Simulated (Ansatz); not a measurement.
Wavefunction ladder for C2H5FOSi (`C=C(F)[SiH2]O`)

Cartesian coordinates in Å:
```
C -0.399 -1.300 -0.984
C -0.789 -0.498 -0.007
F -1.954 -0.751 0.638
Si 0.121 1.015 0.632
O 1.599 1.124 -0.081
H 0.525 -1.086 -1.505
H -0.984 -2.161 -1.288
H -0.618 2.245 0.269
H 0.217 0.891 2.111
H 2.282 0.521 0.216
```

The species carries charge 0 and has multiplicity 1. Geometry: relaxed with PBE0-D4/def2-TZVP. It is one conformer, not always the lowest. Frozen core, restricted reference, Ansatz. CBS rows extrapolate triple and quadruple zeta; past MP2 they add the triple-zeta difference.

| basis | HF (Eh) | MP2 corr. |
| --- | --- | --- |
| def2-TZVPP | -542.02312 | -0.92716 |
| def2-QZVPP | -542.04393 | -1.00150 |

(1) Estimate the CCSD correlation energy and the (T) correction in each basis where they were run (hartree).

Answers

(1) 
```tsv
basis	CCSD corr.	(T)
def2-TZVPP	-0.96023	-0.03621
CBS(def2)	-1.08964	as TZ
```
